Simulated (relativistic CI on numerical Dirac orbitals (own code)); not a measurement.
Line list: Electric-dipole lines, Nd XVIII

These numbers are calculated, not measured: Dirac-Coulomb-Breit CI, KLI orbitals optimised for each configuration, model QED, unscaled Slater integrals (own radial code, finite nucleus).

Configurations in the expansion (outside the closed core [Ar] 3d10): 4s2 4p6 4d7, 4s2 4p5 4d8, 4s2 4p6 4d6 4f, 4s 4p6 4d8, 4s2 4p5 4d7 4f, 4s2 4p6 4d6 5s, 4s2 4p6 4d6 5p, 4s 4p6 4d7 4f, 4s2 4p6 4d5 4f 5s, 4s2 4p6 4d6 5d, 4s2 4p6 4d5 5s 5p, 4s2 4p5 4d7 5s, 4s2 4p6 4d6 5f, 4s2 4p6 4d6 6s, 4s2 4p6 4d6 6p, 4s 4p6 4d7 5s, 4s2 4p6 4d6 7s, 4p6 4d8 4f, 4p6 4d9, 4p5 4d10, 4p5 4d9 4f, 4s2 4p6 4d5 5s2, 4s2 4p6 4d4 4f 5s2, 4s2 4p5 4d5 4f 5s2, 4s2 4p6 4d4 5s2 5p, 4p6 4d8 5s, 4p5 4d9 5s, 4p5 4d8 4f 5s, 4p6 4d7 5s2, 4p5 4d8 5s2, 4p6 4d6 4f 5s2, 4p5 4d7 4f 5s2, 4p6 4d6 5s2 5p. Double excitations out of closed p, d and f shells are left out; levels of such configurations are missing from the list, as are those of other unlisted configurations, and high levels can miss mixing partners.

```
λ vac (Å)                    Lower                          Upper   A (s⁻¹)        gf  Branching (%)
   74.642   4s2 4p6 4d7 4F_9/2 [1]   4s2 4p6 4d6 4f 4F°_7/2 [385]  4.01e+10  2.68e-01            1.4
   76.035   4s2 4p6 4d7 4F_7/2 [3]   4s2 4p6 4d6 4f 4G°_7/2 [394]  8.45e+11  5.86e+00           29.6
   76.053   4s2 4p6 4d7 4F_9/2 [1]  4s2 4p6 4d6 4f 4G°_11/2 [371]  2.87e+12  2.99e+01           99.8
   76.187   4s2 4p6 4d7 2P_3/2 [2]   4s2 4p6 4d6 4f 2D°_5/2 [387]  8.39e+11  4.38e+00           28.9
   76.209   4s2 4p6 4d7 4F_5/2 [4]   4s2 4p6 4d6 4f 4G°_7/2 [394]  1.66e+12  1.15e+01           57.9
   76.212   4s2 4p6 4d7 4F_7/2 [3]   4s2 4p6 4d6 4f 4G°_9/2 [390]  2.64e+12  2.30e+01           93.0
   76.322   4s2 4p6 4d7 4F_5/2 [4]   4s2 4p6 4d6 4f 4D°_7/2 [391]  5.90e+11  4.12e+00           21.4
   76.389   4s2 4p6 4d7 2P_3/2 [2]   4s2 4p6 4d6 4f 2D°_3/2 [384]  1.56e+12  5.47e+00           53.6
   76.411   4s2 4p6 4d7 4F_7/2 [3]   4s2 4p6 4d6 4f 4F°_7/2 [385]  1.70e+12  1.19e+01           59.8
   76.471   4s2 4p6 4d7 4F_5/2 [4]   4s2 4p6 4d6 4f 2D°_5/2 [387]  1.91e+12  1.01e+01           66.0
   76.490   4s2 4p6 4d7 2P_3/2 [2]   4s2 4p6 4d6 4f 2D°_5/2 [383]  1.92e+12  1.01e+01           68.2
   76.511   4s2 4p6 4d7 4F_9/2 [1]   4s2 4p6 4d6 4f 4F°_9/2 [366]  2.82e+12  2.47e+01           98.8
   76.587   4s2 4p6 4d7 4F_5/2 [4]   4s2 4p6 4d6 4f 4F°_7/2 [385]  5.63e+11  3.96e+00           19.8
   76.675   4s2 4p6 4d7 4F_5/2 [4]   4s2 4p6 4d6 4f 2D°_3/2 [384]  1.32e+12  4.64e+00           45.2
   76.766   4s2 4p6 4d7 2P_3/2 [2]   4s2 4p6 4d6 4f 2P°_1/2 [382]  2.73e+12  4.82e+00           98.0
   76.776   4s2 4p6 4d7 4F_5/2 [4]   4s2 4p6 4d6 4f 2D°_5/2 [383]  7.07e+11  3.75e+00           25.1
   77.210   4s2 4p6 4d7 4F_3/2 [5]   4s2 4p6 4d6 4f 4D°_1/2 [392]  2.66e+12  4.75e+00           98.0
   77.214   4s2 4p6 4d7 4F_9/2 [1]   4s2 4p6 4d6 4f 4D°_7/2 [362]  2.69e+12  1.92e+01           98.1
   77.229   4s2 4p6 4d7 4F_7/2 [3]   4s2 4p6 4d6 4f 4D°_5/2 [379]  2.47e+12  1.32e+01           91.6
   77.286   4s2 4p6 4d7 2P_3/2 [2]   4s2 4p6 4d6 4f 2P°_3/2 [376]  1.27e+12  4.55e+00           46.9
   77.329   4s2 4p6 4d7 2G_9/2 [6]   4s2 4p6 4d6 4f 4G°_7/2 [394]  1.81e+11  1.30e+00            6.3
   77.416   4s2 4p6 4d7 4P_5/2 [7]   4s2 4p6 4d6 4f 4G°_7/2 [394]  1.27e+11  9.13e-01            4.4
   77.445   4s2 4p6 4d7 2G_9/2 [6]   4s2 4p6 4d6 4f 4D°_7/2 [391]  1.61e+12  1.16e+01           58.1
   77.533   4s2 4p6 4d7 4P_5/2 [7]   4s2 4p6 4d6 4f 4D°_7/2 [391]  5.15e+11  3.71e+00           18.6
   77.578   4s2 4p6 4d7 4F_5/2 [4]   4s2 4p6 4d6 4f 2P°_3/2 [376]  1.40e+12  5.04e+00           51.5
   77.718   4s2 4p6 4d7 2G_9/2 [6]   4s2 4p6 4d6 4f 4F°_7/2 [385]  4.56e+11  3.30e+00           16.1
   77.783   4s2 4p6 4d7 4F_3/2 [5]   4s2 4p6 4d6 4f 2D°_5/2 [383]  8.29e+10  4.51e-01            2.9
   77.806   4s2 4p6 4d7 4P_5/2 [7]   4s2 4p6 4d6 4f 4F°_7/2 [385]  5.45e+10  3.96e-01            1.9
   78.437  4s2 4p6 4d7 2H_11/2 [9]   4s2 4p6 4d6 4f 4G°_9/2 [390]  1.75e+11  1.61e+00            6.1
   78.655   4s2 4p6 4d7 4P_5/2 [7]   4s2 4p6 4d6 4f 4D°_5/2 [379]  1.60e+11  8.88e-01            5.9
```

Terms are leading LS components. Brackets give the number of a level in order of energy, since labels repeat. The list gives strong lines, with weight on those to low levels, without lines whose two gauges differ by over a factor of 2.5, among the lowest 400 of 10576 levels, so that lines to higher ones, which can be the strongest, are missing. Levels whose partners in the same complex of configurations lie outside the list can be far off, and so can their lines. Rates are taken at the computed energies, electric ones in the length gauge.

At this charge energies of transitions that change n are usually good to better than 1 %, and those within a shell (Δn = 0) to a few per cent. Terms inside the open d or f shell come out 10 to 20 % too wide with unscaled integrals.

LS names give the leading component of a level, which can be under half, so a name can repeat, a term be missing and a line seem to break the LS rules.
